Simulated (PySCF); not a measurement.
C5H3F3OS.
Z-matrix (Å and degrees, PBE0-D3(BJ)/def2-SVP geometry), rows numbered from 1:
```
F 
C   1  1.3279
F   2  1.3257  1  107.37
F   2  1.3273  1  108.63  3   117.54
S   2  1.8258  1  112.31  3  -124.11
C   5  1.7355  2   99.16  1    61.46
C   6  1.3693  5  131.23  2   -93.06
C   7  1.4237  6  106.12  5  -178.04
C   8  1.3665  7  105.69  6     0.17
O   9  1.3404  8  110.89  7     0.06
H   7  1.0874  6  125.59  5     2.26
H   8  1.0877  7  127.66  6  -179.84
H   9  1.0874  8  132.93  7  -179.92
```

Level: CAM-B3LYP/def2-SVPD in PySCF, non-relativistic, on one gas-phase PBE0-D3(BJ)/def2-SVP geometry that isn't relaxed in the solvent. The solvent is an IEF-PCM continuum (van der Waals radii × 1.2), and excitations are vertical TDDFT with non-equilibrium linear response and a frozen core. Only the electrostatic response of the medium enters.

Gas-phase singlets (H = HOMO, L = LUMO):

```tsv
state	E (eV)	λ (nm)	f	leading configurations
S1	5.666	219	0.028	H-1→L 77%, H→L 10%
S2	5.770	215	0.284	H→L 87%, H-1→L 9%
S3	6.738	184	0.014	H→L+1 88%
S4	6.788	183	0.010	H-2→L 64%, H→L+5 20%
S5	6.953	178	0.003	H-1→L+1 38%, H-1→L+2 23%, H-1→L+3 13%
```

**Question.** How does the list change in dichloromethane (ε = 8.93)?

**Answer.** 
| state | E (eV) | λ (nm) | f | leading configurations | change by rank (eV) |
| --- | --- | --- | --- | --- | --- |
| S1 | 5.614 | 221 | 0.369 | H→L 95% | -0.052 |
| S2 | 5.763 | 215 | 0.013 | H-1→L 84% | -0.007 |
| S3 | 6.668 | 186 | 0.020 | H→L+1 76%, H→L+2 17% | -0.070 |
| S4 | 6.777 | 183 | 0.022 | H-2→L 68%, H→L+5 13%, H→L+6 9% | -0.011 |
| S5 | 7.044 | 176 | 0.003 | H-1→L+2 37%, H-1→L+1 29%, H-1→L 10% | +0.091 |

**Question.** How does the list change in acetone (ε = 20.49)?

**Answer.** 
| state | E (eV) | λ (nm) | f | leading configurations | change by rank (eV) |
| --- | --- | --- | --- | --- | --- |
| S1 | 5.622 | 221 | 0.360 | H→L 95% | -0.044 |
| S2 | 5.774 | 215 | 0.011 | H-1→L 84% | +0.004 |
| S3 | 6.664 | 186 | 0.020 | H→L+1 74%, H→L+2 18% | -0.074 |
| S4 | 6.780 | 183 | 0.022 | H-2→L 68%, H→L+5 12%, H→L+6 9% | -0.008 |
| S5 | 7.056 | 176 | 0.003 | H-1→L+2 39%, H-1→L+1 28%, H-1→L 10% | +0.103 |

**Question.** The ground-state energy changes by -0.144 eV from gas to acetone. By how much does the total energy of gas-phase S1 change?

**Answer.** E(S1) = E(S0) + excitation energy, so it changes by -0.144 + 0.108 = -0.036 eV: it is lowered less than the ground state, which is what a blue shift means. This is the vertical state, with the slow part of the continuum still set for S0.

**Question.** How do the frontier levels move from gas to acetone?

**Answer.** 
| orbital | gas (eV) | solvent (eV) | change (eV) |
| --- | --- | --- | --- |
| LUMO+2 | 1.43 | 1.40 | -0.03 |
| LUMO+1 | 1.08 | 1.16 | +0.08 |
| LUMO | 0.07 | 0.19 | +0.12 |
| HOMO | -8.56 | -8.40 | +0.16 |
| HOMO-1 | -9.44 | -9.46 | -0.02 |
| HOMO-2 | -10.07 | -9.90 | +0.17 |
| HOMO-3 | -12.00 | -12.00 | 0.00 |

The HOMO–LUMO gap goes from 8.63 to 8.59 eV. Rows go by rank; for LUMO+1 and LUMO+2 the atom shares or the degeneracy differ between the runs, so the row needn't follow one orbital.

Rough CPU time on one thread of a shared machine: about 1.9 min. This is the whole response run at CAM-B3LYP/def2-SVPD in acetone, SCF included.
